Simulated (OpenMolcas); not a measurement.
# Ru4+: from CASSCF to CASPT2

```yaml
Program: OpenMolcas 26.06
Basis: ANO-RCC-VQZP [8s7p5d3f2g1h]
Scalar_Hamiltonian: DKH2, point nucleus
Active_space: 4 electrons in 5 orbitals (4d)
State_averaging: 2S+1 = 5 even, 5 roots; 2S+1 = 3 even, 45 roots; 2S+1 = 1 even, 50 roots
Spin-orbit_coupling: state interaction with AMFI integrals over the reference wave functions, term energies averaged over their components
```

Methods on the same reference wave functions:
A. CASSCF
B. SS-CASPT2, IPEA 0.25 Eh, imaginary shift 0.1 Eh (closed shells correlated: 4s 4p)
C. MS-CASPT2, IPEA 0.25 Eh, imaginary shift 0.1 Eh (closed shells correlated: 4s 4p)

Energies in cm⁻¹ above 4d⁴ ⁵D₀.

```tsv
Level	A	B	C
4d⁴ ⁵D₀	0.0	0.0	0.0
4d⁴ ⁵D₁	443	482	482
4d⁴ ⁵D₂	1217	1287	1286
4d⁴ ⁵D₃	2215	2290	2290
4d⁴ ⁵D₄	3367	3420	3420
4d⁴ ³P₀(1)	20352	16510	16510
4d⁴ ³H₄	20404	17800	17800
4d⁴ ³H₅	21426	18950	18950
4d⁴ ³H₆	22316	19890	19890
4d⁴ ³P₁(1)	22698	18910	18900
4d⁴ ³F₃(1) [61 %]	23712	20110	20110
4d⁴ ³F₂(1)	24043	20420	20420
4d⁴ ³F₄(1) [67 %]	24321	20890	20880
4d⁴ ³P₂(1)	26034	22140	22130
4d⁴ ³G₃ [61 %]	26726	23090	23080
4d⁴ ³G₄ [71 %]	27261	23560	23550
4d⁴ ³G₅	27873	24300	24300
4d⁴ ¹I₆	31938	28390	28390
4d⁴ ³D₃	33032	27520	27520
4d⁴ ³D₂	33331	27900	27900
4d⁴ ³D₁	33852	28390	28390
4d⁴ ¹G₄(1)	34501	30160	30150
4d⁴ ¹S₀(1)	39024	32700	32680
4d⁴ ¹D₂(1)	40988	35160	35160
```

Between B and C the level of the table that moves most is 4d⁴ ¹S₀(1), by 11 cm-1 (lowest in C, highest in B). Moves below CASPT2's spread within the term are not significant.

From A to B the spin-free energies of the other terms of 4d⁴ shown, above ⁵D, scale by factors of 0.82 to 0.87, as is usual when dynamic correlation screens the repulsion within a d or f shell.

The lowest spin-free term lies below A's lowest term by 0.376 hartree in B, 0.376 hartree in C.

CASPT2 does not keep the components of a term degenerate, so their means are used; among the terms shown or strongly mixed into the levels shown the widest spread is 1500 cm-1 (4d⁴ ¹I, C). The CASPT2 spread within a term exceeds the gap to the next term for 4d⁴ ³D and 4d⁴ ¹I, so the order of their levels is uncertain (figures for B; the like holds for C). Without dynamic correlation excited terms often stand tens of per cent too high (terms of higher spin than the ground term too low), and those without a measured partner can miss by more than the paired ones (holds for A). Levels of configurations outside the active space are missing. The table leaves out levels that lie high or whose names do not pair safely across all columns.

A share in square brackets marks a mixed level and gives the weight of the term that names it, the lowest over the columns. A number in round brackets counts repeated terms of one configuration in the order of the reference energies.
